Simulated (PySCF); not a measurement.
[AlBrH3]- (charge -1).
Geometry (PBE0-D3(BJ)/def2-SVP, Å), atoms numbered from 1 in this order:
```xyz
5
AlBrH3 angstrom
Al    -0.0019    0.0027   -0.1928
Br     0.0203   -0.0293    2.2259
H      1.5510    0.0140   -0.6916
H     -0.7890    1.3550   -0.6536
H     -0.7804   -1.3424   -0.6879
```

The closed-shell ground state was solved at several levels (PySCF, density fitting, gas phase). The geometry's basis has no diffuse functions, a weakness for an anion. The calculation is non-relativistic and has no spin–orbit coupling, an omission that weighs most on bromine. No diffuse functions stand in pcSseg-1 (pcSseg-2 on Al), which bears on an anion's orbital energies.

```tsv
level	basis functions	total energy (Eh)	HOMO (eV)	LUMO (eV)	gap (eV)
PBE/pcSseg-1 (pcSseg-2 on Al)	99	-2817.7065	-1.27	4.07	5.34
wB97X-D/def2-SVPD	89	-2818.1719	-4.57	5.06	9.63
B3LYP/pcSseg-1 (pcSseg-2 on Al)	99	-2818.3006	-2.27	4.51	6.78
```

Q: Estimate the row for PBE0/pcSseg-1 (pcSseg-2 on Al), a basis of 99 functions; the other rows only guide the guess.

A: Total energy -2817.8169 Eh, HOMO -2.53 eV, LUMO 4.68 eV, gap 7.21 eV.

Q: Over all these levels, which gives the widest orbital gap and which the narrowest?

A: wB97X-D/def2-SVPD (range-separated hybrid) has the widest, 9.63 eV, and PBE/pcSseg-1 (pcSseg-2 on Al) (GGA) the narrowest, 5.34 eV. Functional and basis both differ between the two, so the spread mixes both effects.

Q: In the pcSseg-1 (pcSseg-2 on Al) basis, how does the gap go with the fixed share of exact exchange?

A: PBE (0 %) 5.34 eV; B3LYP (20 %) 6.78 eV; PBE0 (25 %) 7.21 eV. Each rise in the share widens the gap here.

The pairwise dispersion term of wB97X-D wasn't added to the energies; at a given geometry it leaves orbitals and properties as they are.
